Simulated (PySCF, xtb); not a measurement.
F2HS, SMILES F[SH+]F, charge +1.

Harmonic wavenumbers (cm⁻¹) from GFN2-xTB in xtb 6.7.1 at its own minimum, in rising order: 299, 774, 796, 870, 897, 2012.

Problem. What does PBE0-D3(BJ)/def2-TZVP run with PySCF 2.14.0 give at its own minimum? (Estimate from the structure and the level; the computed values follow.)

Solution. 393, 961, 987, 1072, 1079, 2524. Paired by order, the mean absolute difference is 228 cm⁻¹ and the zero-point energies are 8.1 and 10.0 kcal/mol.
